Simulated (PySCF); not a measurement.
Species: C7H11ClO.
Numbering: `[CH3:1]/[C:2](=[CH:3]/[CH:4]([CH3:5])[CH3:6])[C:7](=[O:8])[Cl:9]` (hydrogens: H10, H11, H12 on C1; H13 on C3; H14 on C4; H15, H16, H17 on C5; H18, H19, H20 on C6)

All values: PBE0/pcSseg-1 (PySCF, non-relativistic), on one gas-phase PBE0-D3(BJ)/def2-SVP geometry that isn't relaxed in the solvent. The solvent is an IEF-PCM continuum (cavity from Bondi-type radii × 1.2). Specific hydrogen bonds and non-electrostatic terms are outside this model.

Gas phase at PBE0/pcSseg-1: HOMO -7.84 eV, LUMO -1.96 eV, dipole 3.37 D.

What does the continuum do to the energy, the frontier levels and the dipole at PBE0/pcSseg-1 in chloroform?

```json
{"solvent": "chloroform", "ε": "4.711", "E(solvent) − E(gas) (kcal/mol)": "-2.82", "polarisation term (kcal/mol)": "-3.19", "distortion of the solute (kcal/mol)": "0.37", "HOMO (eV)": "-7.71", "LUMO (eV)": "-1.92", "dipole (D)": "4.13"}
```

Polarisation term: ½ Σ q·V over the induced surface charges. Distortion: the rise of the solute's own energy as its density leaves the gas-phase optimum.

Which radius a makes the point-dipole formula ΔE = −[(ε − 1)/(2ε + 1)]·μ²/a³ give the value in chloroform, with the gas-phase dipole?

μ = 1.324 au and |ΔE| = 0.00450 Eh give a = 2.74 Å; the farthest nucleus lies 3.87 Å from the centroid of the nuclei, so such a sphere wouldn't even hold the nuclei. The formula assumes a rigid point dipole at the centre of a sphere.

Which Hirshfeld charges (PBE0/pcSseg-1) respond most in chloroform (means over atoms taken as equivalent)?

```json
{"atoms": "O8", "environment": "carbonyl oxygen", "gas (e)": "-0.181", "solvent (e)": "-0.198", "change": "-0.017"}
{"atoms": "Cl9", "environment": "chlorine bonded to C", "gas (e)": "-0.064", "solvent (e)": "-0.075", "change": "-0.011"}
{"atoms": "H13", "environment": "vinylic hydrogen", "gas (e)": "+0.051", "solvent (e)": "+0.060", "change": "+0.009"}
{"atoms": "C3", "environment": "alkene CH carbon", "gas (e)": "+0.005", "solvent (e)": "+0.011", "change": "+0.006"}
{"atoms": "H10/H11/H12", "environment": "methyl hydrogen", "gas (e)": "+0.042", "solvent (e)": "+0.045", "change": "+0.003"}
{"atoms": "H14", "environment": "methine hydrogen", "gas (e)": "+0.033", "solvent (e)": "+0.031", "change": "-0.002"}
{"atoms": "C7", "environment": "acyl halide carbon", "gas (e)": "+0.177", "solvent (e)": "+0.178", "change": "+0.001"}
{"atoms": "H15 (×6)", "environment": "methyl hydrogen", "gas (e)": "+0.040", "solvent (e)": "+0.041", "change": "+0.001"}
{"atoms": "C2", "environment": "fully substituted alkene carbon", "gas (e)": "-0.015", "solvent (e)": "-0.016", "change": "-0.001"}
{"atoms": "C4", "environment": "allylic carbon", "gas (e)": "-0.024", "solvent (e)": "-0.023", "change": "+0.001"}
{"atoms": "C5/C6", "environment": "methyl carbon", "gas (e)": "-0.112", "solvent (e)": "-0.113", "change": "-0.001"}
{"atoms": "C1", "environment": "allylic carbon", "gas (e)": "-0.126", "solvent (e)": "-0.126", "change": "0.000"}
```

Conformer computed: `[CH3:1]/[C:2](=[CH:3]/[CH:4]([CH3:5])[CH3:6])[C:7](=[O:8])[Cl:9]`: C2–C3–C4–C5 146°, C1–C2–C7–O8 -165°.
